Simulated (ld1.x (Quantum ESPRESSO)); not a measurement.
Al: one change to a PAW potential, before and after

```
Element                 : Al
Generator               : ld1.x (Quantum ESPRESSO) 7.5
Type                    : PAW
Functional              : PBE
Relativity              : scalar-relativistic
Frozen core             : [He]
Valence charge          : 11
Reference configuration : 2s2 2p6 3s1.75 3p1.25
Partial waves           : 2s (bound): rcut 0.85, rcutus 1.00 bohr; 3s (bound): rcut 0.85, rcutus 1.00 bohr; 2p (bound): rcut 0.95, rcutus 1.20 bohr; 3p (bound): rcut 0.95, rcutus 1.20 bohr; 3d channel at 0.25 Ry: rcut 1.05, rcutus 1.20 bohr; 3d channel at 2.2 Ry: rcut 1.05, rcutus 1.20 bohr
Local potential         : all-electron potential smoothed inside 0.85 bohr (lloc = -1)
Core correction         : a·sin(br)/r model core, default radius (ld1.x builds one for every PAW set, though the input has nlcc=.false.)
Augmentation charge     : BESSEL, radius 0.85 bohr
```

All-electron outer shells of the reference configuration (PBE, scalar-relativistic, ld1.x):

```json
{"shell": "1s", "level (eV)": "-1511.63", "outermost node (bohr)": "–", "outermost maximum (bohr)": "0.08"}
{"shell": "2s", "level (eV)": "-108.64", "outermost node (bohr)": "0.16", "outermost maximum (bohr)": "0.50"}
{"shell": "2p", "level (eV)": "-70.11", "outermost node (bohr)": "–", "outermost maximum (bohr)": "0.43"}
{"shell": "3s", "level (eV)": "-7.97", "outermost node (bohr)": "0.80", "outermost maximum (bohr)": "2.09"}
{"shell": "3p", "level (eV)": "-2.88", "outermost node (bohr)": "0.82", "outermost maximum (bohr)": "2.61"}
```

Change: waves 2s (bound): rcut 0.72, rcutus 0.76 bohr; 3s (bound): rcut 0.72, rcutus 0.76 bohr.

Cutoffs: the cutoffs (Ry, on a coarse ladder) from which the occupation-weighted sum of valence levels, in a spherical-Bessel basis at the reference potential, stays within 10 and 1 mRy of its value at 400 Ry; they do not see the model core or the augmentation charge, which bear on the density cutoff. Errors are all-electron minus pseudo energies relative to the spin-unpolarised reference configuration.

**Question.** Predict the effect on cutoff, ghosts and configuration errors.

**Answer.** The potential gets neither clearly harder nor softer (90 Ry and 140 Ry → 90 Ry and 160 Ry); the p channel sets the loose cutoff, while the largest relative change is in s, which becomes harder; of the 7 tests that both files solve, the error grows in 0 and shrinks in 2 by more than 15 % and 0.3 meV (median size 0.6 → 0.4 meV); neither file shows a bound ghost.

| quantity | base | changed |
| --- | --- | --- |
| cutoff, loose | 90 Ry | 90 Ry |
| cutoff, tight | 140 Ry | 160 Ry |
| loose cutoff by channel (10 mRy a level) | s 60 Ry, p 80 Ry | s 70 Ry, p 80 Ry |
| bound ghosts | none | none |
| error for 2s2 2p6 3s2 3p1, meV [ΔE -1.27 eV] | 0.0 | 0.0 |
| error for 2s2 2p6 3s2 3p0, meV [ΔE 4.49 eV] | 0.0 | -0.1 |
| error for 2s2 2p6 3s1 3p0, meV [ΔE 23.72 eV] | -0.6 | -0.4 |
| error for 2s2 2p6 3s0 3p3, meV [ΔE 9.18 eV] | +1.3 | +0.9 |
| error for 2s2 2p6 3s1 3p2, meV [ΔE 3.87 eV] | +0.1 | +0.1 |
| error for 2s1 2p6 3s2 3p1, meV [ΔE 119.44 eV] | -28 | -6.7 |
| error for 2s2 2p6 3s0 3p0, meV [ΔE 52.16 eV] | -1.4 | -1.2 |
| s: phases at 1.30 bohr within 0.05 rad from the reference energy up to (Ry; the scan ends near 5) | to the end of the scan | to the end of the scan |
| p: phases at 1.30 bohr within 0.05 rad from the reference energy up to (Ry; the scan ends near 5) | 3.0 | 3.0 |
| d: phases at 1.30 bohr within 0.05 rad from the reference energy up to (Ry; the scan ends near 5) | to the end of the scan | to the end of the scan |
| lowest overlap eigenvalue by channel | s 0.01, p 0.12, d 0.81 | s 0.61, p 0.12, d 0.81 |
